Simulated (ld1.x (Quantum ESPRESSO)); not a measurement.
## B (Z = 5): from the effect back to the setting (TM)

Base potential:

```
Element                 : B (Z = 5)
Generator               : ld1.x (Quantum ESPRESSO) 7.5
Type                    : norm-conserving Troullier–Martins (Kleinman–Bylander form)
Functional              : PBE
Relativity              : scalar-relativistic
Frozen core             : [He]
Valence charge          : 3
Reference configuration : 2s2 2p1
Partial waves           : 2s (bound): rc 1.35 bohr; 2p (bound): rc 3.10 bohr
Local potential         : all-electron potential smoothed inside 1.40 bohr (lloc = -1)
Core correction         : a·sin(br)/r model core inside 1.00 bohr
```

Cutoffs, loose and tight: the cutoffs (Ry, on a coarse ladder) from which the occupation-weighted sum of valence levels, in a spherical-Bessel basis at the reference potential, stays within 10 and 1 mRy of its value at 400 Ry. They do not see the model core or the augmentation charge, which bear on the density cutoff. Test errors are all-electron minus pseudo excitation energies from the reference, over the configurations 2s2 2p0; 2s1 2p0; 2s2 2p0.5; 2s0 2p3; 2s1 2p1; 2s2 2p1.3; 2s1 2p2; variants that change the core or the reference have their own tests.

Only the s radius is moved:

| s radius (bohr) | cutoff, loose | cutoff, tight | bound ghosts | largest test error (meV) |
| --- | --- | --- | --- | --- |
| 0.94 | 70 Ry | 160 Ry | none | +300 |
| 1.08 | 25 Ry | 70 Ry | none | +298 |
| 1.48 | 18 Ry | 50 Ry | none | +298 |
| 1.68 | 18 Ry | 40 Ry | none | +300 |
| 1.86 | 15 Ry | 35 Ry | none | +303 |
| 1.98 | 12 Ry | 30 Ry | none | +304 |

One more run gave cutoff, loose: 21 Ry; cutoff, tight: 55 Ry; bound ghosts: none; largest test error (meV): +298. Which value of the s radius was used?

1.3 bohr. The tight cutoff moves one way along this sweep, from 160 Ry at 0.94 to 30 Ry at 1.98 bohr, which places the run between 1.08 and 1.48 bohr.
